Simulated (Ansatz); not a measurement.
The first iterations of a band of ClFH₆OW (10 atoms, charge 0, multiplicity 1).

These are results of RKS PBE0-D4/def2-SVP in Ansatz, not measurements.

```
movable images  : 6
climbing image  : no
spring          : 5.0 eV/Å²
optimiser       : quadratic models (default)
start path      : through a guess of the saddle point
force threshold : 0.05 eV/Å
iteration limit : 57
end points      : relaxed
```

First end point:

```xyz
10
Properties=species:S:1:pos:R:3
W 0.236 0.145 0.239
Cl -0.610 -0.091 2.393
F 1.911 -0.316 -0.525
H -0.518 1.351 -0.659
H -1.370 -0.197 -0.052
H -0.219 -1.423 -0.085
H -0.282 -0.372 -1.251
O 1.633 1.598 1.346
H 2.574 1.446 1.176
H 1.490 1.553 2.304
```

Last end point:

```xyz
10
Properties=species:S:1:pos:R:3
W 0.699 -0.124 -0.318
Cl -0.502 2.343 3.024
F 1.692 0.298 -1.852
H -0.550 0.697 0.403
H -0.796 -0.878 -0.242
H 0.662 -1.802 -0.108
H -0.497 0.568 -1.235
O 1.402 0.603 1.308
H 2.320 0.342 1.498
H 0.414 1.650 2.409
```

| iteration | highest image above the first end (eV) | largest band force component (eV/Å) |
| --- | --- | --- |
| 1 | 9.404 | 12.795 |
| 2 | 5.079 | 5.924 |
| 3 | 2.994 | 4.245 |
| 4 | 2.003 | 2.909 |
| 5 | 1.489 | 2.236 |
| 6 | 1.490 | 1.727 |
| 7 | 1.827 | 3.000 |
| 8 | 1.543 | 1.496 |
| 9 | 1.300 | 0.858 |

Problem. Does the band converge within its limit, and where does its top end?

Solution. The forces met the threshold. It ended after 27 iterations with the highest image 0.986 eV above the first end. No image climbed, so the highest image needn't sit at the top of the path. The orbitals stay closed-shell, which can raise the energy where a bond breaks towards radicals; this wasn't checked here.

Run time: 17 min on 2 threads of Arm Neoverse N1, with other jobs on the host, peak memory 0.26 GiB.
